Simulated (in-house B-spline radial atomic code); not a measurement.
# PBE excitations of Be III (Be2+)

Method: PBE. Computed with a B-spline radial code for spherical atoms: linear response of the closed shell 1s2 with the functional's adiabatic kernel; scalar-relativistic (spin-free one-electron X2C), finite nucleus, no spin-orbit coupling, no double excitations, S, P, D and F terms only.

Command:
```bash
python run_td.py task.json out
```
Settings (radii: box in bohr, nucleus in fm):
```
Z                        4
electrons                2
configuration            1s2
hamiltonian              x2c
method                   pbe,pbe
box_radius               29.48
rms_radius               2.519
intervals                75
```

Run time, properties included: 0.1 s on 1 thread of Intel(R) Xeon(R) 6975P-C (Granite Rapids) (shared host).

The lowest states, in the order of their Tamm-Dancoff energies; the method's threshold (minus the highest occupied level) is 132.27 eV. Labels give the largest channel, * marks a mixed state, and oscillator strengths are full-response dipole values. Semilocal kernels can invert the small singlet-triplet splittings of Rydberg terms. Energies in eV:

```tsv
state	full response	Tamm-Dancoff	oscillator strength
1s → 2s 3S	110.27	110.29	-
1s → 2s 1S	112.83	112.90	-
1s → 2p 3P	113.80	113.82	-
1s → 2p 1P	115.19	115.20	0.399
1s → 3s 3S	?	?	-
1s → 3s 1S	124.82	124.83	-
1s → 3p 3P	125.21	125.21	-
1s → 3p 1P	?	?	?
1s → 3d 3D	126.02	126.02	-
1s → 3d 1D	126.03	126.03	-
```

Q: Where does 1s → 3s 3S lie?

A: At 124.31 eV in full response, 124.31 eV in Tamm-Dancoff.

Q: Where does 1s → 3p 1P lie?

A: At 125.50 eV in full response, 125.50 eV in Tamm-Dancoff, oscillator strength 0.0757.

Q: How large is the singlet-triplet splitting of 1s → 2s (S terms) in Tamm-Dancoff?

A: 2.61 eV, from the unrounded values.

Q: What polarisabilities and dispersion coefficient does the method give?

A: Dipole 0.05518 bohr³, quadrupole 0.01746 bohr⁵, C6 0.01203 hartree·bohr⁶ for two such species.
